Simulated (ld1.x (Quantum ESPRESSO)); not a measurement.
**Ca (Z = 20): one change to a PAW potential, before and after**

```
Element                 : calcium (Ca)
Generator               : ld1.x (Quantum ESPRESSO) 7.5
Type                    : PAW
Functional              : LDA (PZ)
Relativity              : scalar-relativistic
Frozen core             : [Ne]
Valence charge          : 10
Reference configuration : 3s2 3p6 3d0 4s1 4p0 (charge +1)
Partial waves           : 3s (bound): rcut 1.50, rcutus 1.75 bohr; 4s (bound): rcut 1.50, rcutus 1.75 bohr; 3p (bound): rcut 1.70, rcutus 1.85 bohr; 4p (bound, empty): rcut 1.70, rcutus 1.85 bohr; 3d (bound, empty): rcut 2.40, rcutus 2.95 bohr; 3d channel at -0.3 Ry: rcut 2.40, rcutus 2.95 bohr; 4f channel at 0.3 Ry: rcut 2.90, rcutus 3.20 bohr
Local potential         : all-electron potential smoothed inside 2.70 bohr (lloc = -2)
Core correction         : Bessel-smoothed model core inside 1.20 bohr
Augmentation charge     : PSQ, radius 1.70 bohr
```

All-electron outer shells of the reference configuration (LDA (PZ), scalar-relativistic, ld1.x):

| shell | level (eV) | outermost node (bohr) | outermost maximum (bohr) |
| --- | --- | --- | --- |
| 2p | -341.66 | – | 0.25 |
| 3s | -53.79 | 0.45 | 0.99 |
| 3p | -34.91 | 0.42 | 1.04 |
| 4s | -9.17 | 1.42 | 3.09 |
| 3d | -8.59 | – | 1.24 |
| 4p | -6.07 | 1.60 | 3.78 |

Change: local potential all-electron potential smoothed inside 2.78 bohr (lloc = -2).

Cutoffs: the cutoffs (Ry, on a coarse ladder) from which the occupation-weighted sum of valence levels, in a spherical-Bessel basis at the reference potential, stays within 10 and 1 mRy of its value at 400 Ry; they do not see the model core or the augmentation charge, which bear on the density cutoff. Errors are all-electron minus pseudo energies relative to the spin-unpolarised reference configuration.

How do hardness, ghosts and transferability respond?

The potential gets neither clearly harder nor softer (25 Ry and 40 Ry → 25 Ry and 40 Ry); the errors of the 9 common tests hardly move; neither file shows a bound ghost.

| quantity | base | changed |
| --- | --- | --- |
| cutoff, loose | 25 Ry | 25 Ry |
| cutoff, tight | 40 Ry | 40 Ry |
| bound ghosts | none | none |
| error for 3s2 3p6 3d0 4s2 4p0, meV [ΔE -6.46 eV] | +0.2 | +0.2 |
| error for 3s2 3p6 3d0 4s0 4p0, meV [ΔE 11.95 eV] | -0.4 | -0.4 |
| error for 3s2 3p6 3d0 4s1.5 4p0, meV [ΔE -3.90 eV] | +0.1 | +0.1 |
| error for 3s1 3p6 3d0 4s2 4p0, meV [ΔE 47.51 eV] | -15 | -16 |
| error for 3s2 3p6 3d0.5 4s1.5 4p0, meV [ΔE -5.44 eV] | -0.8 | -0.9 |
| error for 3s2 3p6 3d0 4s0 4p1, meV [ΔE 3.12 eV] | 0.0 | 0.0 |
| error for 3s2 3p6 3d1 4s1 4p0, meV [ΔE -4.22 eV] | -1.9 | -2.0 |
| error for 3s2 3p6 3d0 4s1 4p0 (spin-polarised), meV [ΔE -0.21 eV] | 0.0 | 0.0 |
| error for 3s2 3p6 3d0 4s1.5 4p0 (spin-polarised), meV [ΔE -3.93 eV] | +0.1 | +0.1 |
| s: phases at 3.48 bohr within 0.05 rad from the reference energy up to (Ry; the scan ends near 5) | n/a | n/a |
| p: phases at 3.48 bohr within 0.05 rad from the reference energy up to (Ry; the scan ends near 5) | 2.8 | 2.7 |
| d: phases at 3.48 bohr within 0.05 rad from the reference energy up to (Ry; the scan ends near 5) | 2.9 | 2.8 |
| f: phases at 3.48 bohr within 0.05 rad from the reference energy up to (Ry; the scan ends near 5) | 2.9 | 2.9 |
| lowest overlap eigenvalue by channel | s 0.27, p 0.31, d 1.00, f 1.00 | s 0.29, p 0.32, d 1.00, f 1.00 |
